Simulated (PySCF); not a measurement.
# Radial density of Cr²⁺ (chromium, charge +2)

B97-3, [Ar] 3d3 4s1, high-spin 5F determinant (an excited configuration). All numbers are calculated (PySCF 2.14, the non-relativistic Hamiltonian (point nucleus), in dyall-av2z).

```
r (bohr)  4πr²ρ (e/bohr)  4πr²(ρα − ρβ)
 0.00121          0.1605         0.0001
 0.00203          0.4371         0.0003
 0.00341           1.157         0.0007
 0.00574           2.928         0.0017
 0.00965           6.864         0.0039
  0.0162           14.19         0.0078
  0.0273           23.77         0.0117
  0.0459           28.59         0.0089
  0.0772           23.56        -0.0011
   0.130           24.36         0.0349
   0.218           31.19         0.2452
   0.368           15.49         1.0247
   0.618           11.66         2.4998
    1.04           9.911         2.2755
    1.75           1.958         1.0247
    2.94          0.4643         0.4563
    4.95         0.03101         0.0310
    8.32       5.446e-05         0.0001
    14.0       8.575e-05         0.0001
```
